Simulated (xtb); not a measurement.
C2H3O (SMILES C[C-]=O), charge -1, singlet, geometry from GFN2-xTB; GFN2-xTB (xtb).

Here is a job for xtb.
```
$ xtb mol.xyz --gfn 2 --chrg -1 --uhf 0 --json

# file mol.xyz
6

O      1.20222232     0.35798886     0.02041500
C     -0.02392463     0.67055660    -0.01272229
C     -0.96955705    -0.66523219    -0.00962122
H     -0.42231874    -1.62047315     0.01999328
H     -1.63707983    -0.62162665     0.85936536
H     -1.59748991    -0.65375760    -0.90861757
```

It wrote (shortened):

```
   ID    Z sym.   atoms
    1    8 O      1
    2    6 C      2, 3
    3    1 H      4-6

           -------------------------------------------------
          |                Calculation Setup                |
           -------------------------------------------------

           -------------------------------------------------
          |                 G F N 2 - x T B                 |
           -------------------------------------------------

          ...................................................
          :                      SETUP                      :
          :.................................................:
          :  # basis functions                  15          :
          :  # atomic orbitals                  15          :
          :  # shells                            9          :
          :  # electrons                        18          :
          :  max. iterations                   250          :
          :  Hamiltonian                  GFN2-xTB          :
          :  restarted?                      false          :
          :  GBSA solvation                  false          :
          :  PC potential                    false          :
          :  electronic temp.          300.0000000     K    :
          :  accuracy                    1.0000000          :
          :  -> integral cutoff          0.2500000E+02      :
          :  -> integral neglect         0.1000000E-07      :
          :  -> SCF convergence          0.1000000E-05 Eh   :
          :  -> wf. convergence          0.1000000E-03 e    :
          :  Broyden damping             0.4000000          :
          :  net charge                         -1          :
          :  unpaired electrons                  0          :
          ...................................................

 iter      E             dE          RMSdq      gap      omega  full diag
   1    -10.0019885 -0.100020E+02  0.694E+00    2.31       0.0  T
   2    -10.0310508 -0.290624E-01  0.320E+00    2.41       1.0  T
   3    -10.0312011 -0.150273E-03  0.159E+00    2.47       1.0  T
   4    -10.0315878 -0.386661E-03  0.352E-01    2.46       1.0  T
   5    -10.0321569 -0.569133E-03  0.136E-01    2.49       1.0  T
   6    -10.0320898  0.670821E-04  0.123E-01    2.52       1.0  T
   7    -10.0321628 -0.729591E-04  0.256E-02    2.50       1.6  T
   8    -10.0321663 -0.348585E-05  0.468E-03    2.50       8.7  T
   9    -10.0321664 -0.101701E-06  0.858E-04    2.50      47.6  T
  10    -10.0321664 -0.282349E-08  0.149E-04    2.50     273.6  T

   *** convergence criteria satisfied after 10 iterations ***

         :::::::::::::::::::::::::::::::::::::::::::::::::::::
         ::                     SUMMARY                     ::
         :::::::::::::::::::::::::::::::::::::::::::::::::::::
         :: total energy              -9.954580602208 Eh    ::
         :: gradient norm              0.000045140467 Eh/a0 ::
         :: HOMO-LUMO gap              2.504848860798 eV    ::
         ::.................................................::
         :: SCC energy               -10.032166293781 Eh    ::
         :: -> isotropic ES            0.170310121308 Eh    ::
         :: -> anisotropic ES          0.004148700549 Eh    ::
         :: -> anisotropic XC          0.002208164136 Eh    ::
         :: -> dispersion             -0.002392659799 Eh    ::
         :: repulsion energy           0.077585691573 Eh    ::
         :: add. restraining           0.000000000000 Eh    ::
         :: total charge              -1.000000000000 e     ::
         :::::::::::::::::::::::::::::::::::::::::::::::::::::

           -------------------------------------------------
          |                Property Printout                |
           -------------------------------------------------

    * Orbital Energies and Occupations

         #    Occupation            Energy/Eh            Energy/eV
      -------------------------------------------------------------
         1        2.0000           -0.3984723             -10.8430
         2        2.0000           -0.3646233              -9.9219
         3        2.0000           -0.2907596              -7.9120
         4        2.0000           -0.2633491              -7.1661
         5        2.0000           -0.2591722              -7.0524
         6        2.0000           -0.2219005              -6.0382
         7        2.0000           -0.1918680              -5.2210
         8        2.0000           -0.1589331              -4.3248
         9        2.0000           -0.0479519              -1.3048 (HOMO)
        10                          0.0440996               1.2000 (LUMO)
        11                          0.2961939               8.0598
        12                          0.3753082              10.2127
        13                          0.4058443              11.0436
        14                          0.4095876              11.1454
        15                          0.7017233              19.0949
      -------------------------------------------------------------
                  HL-Gap            0.0920515 Eh            2.5048 eV
             Fermi-level           -0.0019261 Eh           -0.0524 eV

     #   Z          covCN         q      C6AA      α(0)
     1   8 O        0.856    -0.577    25.549     6.777
     2   6 C        1.810    -0.151    35.477     9.625
     3   6 C        3.725    -0.085    22.227     6.732
     4   1 H        0.923    -0.061     4.363     3.266
     5   1 H        0.924    -0.064     4.444     3.297
     6   1 H        0.924    -0.064     4.444     3.297

 Mol. C6AA /au·bohr⁶  :        482.215875
 Mol. C8AA /au·bohr⁸  :      10342.454303
 Mol. α(0) /au        :         32.993506

Wiberg/Mayer (AO) data.
largest (>0.10) Wiberg bond orders for each atom

 ---------------------------------------------------------------------------
     #   Z sym  total        # sym  WBO       # sym  WBO       # sym  WBO
 ---------------------------------------------------------------------------
     1   8 O    1.914 --     2 C    1.830
     2   6 C    2.749 --     1 O    1.830     3 C    0.896
     3   6 C    3.905 --     6 H    0.983     5 H    0.983     4 H    0.980
                             2 C    0.896
     4   1 H    0.996 --     3 C    0.980
     5   1 H    0.996 --     3 C    0.983
     6   1 H    0.996 --     3 C    0.983
 ---------------------------------------------------------------------------

Topologies differ in total number of bonds
Writing topology from bond orders to xtbtopo.mol

molecular dipole:
                 x           y           z       tot (Debye)
 q only:       -0.710      -0.135      -0.013
   full:       -0.778      -0.773      -0.003       2.787
molecular quadrupole (traceless):
                xx          xy          yy          xz          yz          zz
 q only:       -3.614      -2.535       1.030      -0.093      -0.028       2.585
  q+dip:       -3.315      -1.503       0.268      -0.115       0.017       3.047
   full:       -3.653      -1.348      -0.378      -0.148       0.050       4.031

           -------------------------------------------------
          | TOTAL ENERGY               -9.954580602208 Eh   |
          | GRADIENT NORM               0.000045140467 Eh/α |
          | HOMO-LUMO GAP               2.504848860798 eV   |
           -------------------------------------------------

normal termination of xtb
```
